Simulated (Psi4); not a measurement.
C₆H₁₁O, doublet (typed; the unrestricted solution is spin-contaminated), at a GFN2-xTB geometry; MP2/STO-3G (Psi4).

Here is a job for Psi4.
```
memory 2 GB

molecule mol {
0 2
C     2.205914   -0.440314   -0.457368
C     1.091963    0.412689   -0.335832
O     0.744067    1.183563   -1.236635
C     0.338780    0.385855    0.985224
C    -1.053960   -0.249326    0.794821
C    -1.931975    0.631475   -0.083848
C    -0.941288   -1.658174    0.215690
H     2.848141   -0.346669   -1.316264
H     2.530697   -1.065342    0.353939
H     0.209104    1.413615    1.328704
H     0.900233   -0.172000    1.734105
H    -1.507582   -0.319441    1.791550
H    -2.870038    0.131699   -0.314082
H    -2.150627    1.574846    0.411598
H    -1.418266    0.852435   -1.019423
H    -0.563828   -1.622737   -0.803603
H    -0.269279   -2.270872    0.813074
H    -1.917692   -2.137275    0.201370
}

set {
  basis sto-3g
  reference uhf
}

energy('mp2')
print_variables()
```

Write the output that Psi4 gives for this input, abridged.


```
    SCF Algorithm Type (re)set to DF.

   => Loading Basis Set <=

    Name: STO-3G
    Role: ORBITAL
    Keyword: BASIS

         ---------------------------------------------------------
                                   SCF
               by Justin Turney, Rob Parrish, Andy Simmonett
                          and Daniel G. A. Smith
                              UHF Reference
         ---------------------------------------------------------

  ==> Geometry <==

    Molecular point group: c1
    Full point group: C1

    Geometry (in Angstrom), charge = 0, multiplicity = 2:

       Center              X                  Y                   Z               Mass
    ------------   -----------------  -----------------  -----------------  -----------------
         C            2.163802768525    -0.479925103824    -0.425578167619    12.000000000000
         C            1.049851768525     0.373077896176    -0.304042167619    12.000000000000
         O            0.701955768525     1.143951896176    -1.204845167619    15.994914619570
         C            0.296668768525     0.346243896176     1.017013832381    12.000000000000
         C           -1.096071231475    -0.288937103824     0.826610832381    12.000000000000
         C           -1.974086231475     0.591863896176    -0.052058167619    12.000000000000
         C           -0.983399231475    -1.697785103824     0.247479832381    12.000000000000
         H            2.806029768525    -0.386280103824    -1.284474167619     1.007825032230
         H            2.488585768525    -1.104953103824     0.385728832381     1.007825032230
         H            0.166992768525     1.374003896176     1.360493832381     1.007825032230
         H            0.858121768525    -0.211611103824     1.765894832381     1.007825032230
         H           -1.549693231475    -0.359052103824     1.823339832381     1.007825032230
         H           -2.912149231475     0.092087896176    -0.282292167619     1.007825032230
         H           -2.192738231475     1.535234896176     0.443387832381     1.007825032230
         H           -1.460377231475     0.812823896176    -0.987633167619     1.007825032230
         H           -0.605939231475    -1.662348103824    -0.771813167619     1.007825032230
         H           -0.311390231475    -2.310483103824     0.844863832381     1.007825032230
         H           -1.959803231475    -2.176886103824     0.233159832381     1.007825032230

  Running in c1 symmetry.

  Rotational constants: A =      0.12816  B =      0.06934  C =      0.05703 [cm^-1]
  Rotational constants: A =   3842.09259  B =   2078.70140  C =   1709.80087 [MHz]
  Nuclear repulsion =  311.788488752180001

  Charge       = 0
  Multiplicity = 2
  Electrons    = 55
  Nalpha       = 28
  Nbeta        = 27

  ==> Algorithm <==

  SCF Algorithm Type is DF.
  DIIS enabled.
  MOM disabled.
  Fractional occupation disabled.
  Guess Type is SAD.
  Energy threshold   = 1.00e-08
  Density threshold  = 1.00e-08
  Integral threshold = 1.00e-12

  ==> Primary Basis <==

  Basis Set: STO-3G
    Blend: STO-3G
    Number of shells: 32
    Number of basis functions: 46
    Number of Cartesian functions: 46
    Spherical Harmonics?: true
    Max angular momentum: 1

   => Loading Basis Set <=

    Name: (STO-3G AUX)
    Role: JKFIT
    Keyword: DF_BASIS_SCF

  ==> Integral Setup <==

  SCF_SUBTYPE=INCORE selected. In-core MEM_DF algorithm will be used.
  Using in-core AOs.

  ==> MemDFJK: Density-Fitted J/K Matrices <==

    J tasked:                   Yes
    K tasked:                   Yes
    wK tasked:                   No
    Algorithm:                 Core
    Schwarz Cutoff:           1E-12
    Mask sparsity (%):       1.4178
    Fitting Condition:        1E-10

   => Auxiliary Basis Set <=

  Basis Set: (STO-3G AUX)
    Blend: DEF2-UNIVERSAL-JKFIT
    Number of shells: 241
    Number of basis functions: 725
    Number of Cartesian functions: 847
    Spherical Harmonics?: true
[...]
[...]
      28A     -0.345794

    Alpha Virtual:

[...]
    Beta Occupied:

[...]
    Beta Virtual:

[...]
      46A      1.031640

    Final Occupation by Irrep:
              A
    DOCC [    27 ]
    SOCC [     1 ]
    NA   [    28 ]
    NB   [    27 ]

  @DF-UHF Final Energy:  -304.65667217818805

   => Energetics <=

    Nuclear Repulsion Energy =            311.7884887521800010
    One-Electron Energy =               -1033.3530677926946737
    Two-Electron Energy =                 416.9079068623266267
    Total Energy =                       -304.6566721781880460

  UHF NO Occupations:
  HONO-2 :   26  A 1.9966624
  HONO-1 :   27  A 1.8433157
  HONO-0 :   28  A 1.0000000
  LUNO+0 :   29  A 0.1566843
  LUNO+1 :   30  A 0.0033376
  LUNO+2 :   31  A 0.0017432
  LUNO+3 :   32  A 0.0013201

Computation Completed

Properties will be evaluated at   0.000000,   0.000000,   0.000000 [a0]

Properties computed using the SCF density matrix

 Multipole Moments:

 ------------------------------------------------------------------------------------
     Multipole            Electronic (a.u.)      Nuclear  (a.u.)        Total (a.u.)
 ------------------------------------------------------------------------------------

 L = 1.  Multiply by 2.5417464519 to convert [e a0] to [Debye]
 Dipole X            :          4.5871160           -4.3768225            0.2102935
 Dipole Y            :          3.7575639           -4.1169908           -0.3594269
 Dipole Z            :         -2.8940785            3.3040931            0.4100146
 Magnitude           :                                                    0.5843997

 ------------------------------------------------------------------------------------

  //>>>>>>>>>>>>>>>>>>>>>>>>>>>>>>>>>>>//
  //               DFMP2               //
  //<<<<<<<<<<<<<<<<<<<<<<<<<<<<<<<<<<<//

   => Loading Basis Set <=

    Name: (STO-3G AUX)
    Role: RIFIT
    Keyword: DF_BASIS_MP2

	 --------------------------------------------------------
	                          DF-MP2
	      2nd-Order Density-Fitted Moller-Plesset Theory

	        Rob Parrish, Justin Turney, Andy Simmonett,
	           Ed Hohenstein, and C. David Sherrill
	 --------------------------------------------------------

	 --------------------------------------------------------
	                 NBF =    46, NAUX =   490
	 --------------------------------------------------------
	   CLASS    FOCC     OCC    AOCC    AVIR     VIR    FVIR
	   ALPHA       0      28      28      18      18       0
	    BETA       0      27      27      19      19       0
	 --------------------------------------------------------

	-----------------------------------------------------------
	 ==================> DF-MP2 Energies <====================
	-----------------------------------------------------------
	 Reference Energy          =    -304.6566721781880460 [Eh]
	 Singles Energy            =      -0.0000000000000000 [Eh]
	 Same-Spin Energy          =      -0.0432559421674358 [Eh]
	 Opposite-Spin Energy      =      -0.2735430171358580 [Eh]
	 Correlation Energy        =      -0.3167989593032939 [Eh]
	 Total Energy              =    -304.9734711374913445 [Eh]
	-----------------------------------------------------------
	 ================> DF-SCS-MP2 Energies <==================
	-----------------------------------------------------------
	 SCS Same-Spin Scale       =       0.3333333333333333 [-]
	 SCS Opposite-Spin Scale   =       1.2000000000000000 [-]
	 SCS Same-Spin Energy      =      -0.0144186473891453 [Eh]
	 SCS Opposite-Spin Energy  =      -0.3282516205630296 [Eh]
	 SCS Correlation Energy    =      -0.3426702679521749 [Eh]
	 SCS Total Energy          =    -304.9993424461402469 [Eh]
	-----------------------------------------------------------

  Variable Map:
  ----------------------------------------------------------------------------
[...]
  Array Variable Map:
  ----------------------------------------------------------------------------
[...]
[...]
```
